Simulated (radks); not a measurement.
Results of a calculation; reference values are marked as such.
Neutral tantalum inside a hard spherical wall (all orbitals vanish at R), configuration held at [Xe] 4f14 5d3 6s2 and not refilled when levels cross. Level of theory: scalar-relativistic Kohn-Sham, r2SCAN, spin-polarised, spherical densities, finite nucleus; open shells are filled with parallel spins first (spin-orbit coupling, left out, can overturn this in heavy ions); meta-GGA in the generalised Kohn-Sham scheme; Fermi nuclear charge, rms radius 5.3507 fm (a radial shooting solver on a logarithmic mesh with Libxc functionals). Eigenvalues in eV for spin up, with the zero of energy where the potential of the charges vanishes at infinity; a dash marks a level that is unbound or too diffuse for the functional's potential to be trusted. A positive occupied level is held by the wall or, in an anion where self-interaction has pushed it up, behind a barrier. The pressure on the wall is -dE/dV.

R (bohr)  E (hartree)  kinetic (hartree)    e(5p)    e(4f)   e(6s)   e(5d)  e(6p, empty)  e(7s, empty)  pressure (GPa)
free      -15604.0051          17139.909  -41.221  -24.907  -6.121  -4.432        -1.399             -               0
20        -15604.0051          17139.909  -41.221  -24.907  -6.121  -4.432        -1.399             -        < 0.0001
15        -15604.0051          17139.909  -41.221  -24.907  -6.121  -4.432        -1.395         0.528        < 0.0001
12        -15604.0050          17139.910  -41.215  -24.901  -6.117  -4.427        -1.371         1.140         0.00101
10        -15604.0045          17139.916  -41.177  -24.862  -6.087  -4.392        -1.276         2.206          0.0154
8         -15603.9992          17139.960  -40.926  -24.607  -5.890  -4.170        -0.836         4.949           0.245
4         -15603.3352          17142.814  -33.585  -16.509   4.070   3.052        14.736        52.930             127
3.5       -15602.6911          17145.246  -30.015  -12.279  11.804   7.348        25.586        80.209             351
3         -15601.2373          17150.681  -24.074   -5.129  27.418  15.167        46.193        127.99            1140
2.5       -15597.4863          17164.444  -12.379    8.417  62.195  31.193        88.979        219.47            4520
2         -15585.9856          17204.305   16.044   37.232  149.33  69.528        189.18        417.87           23500
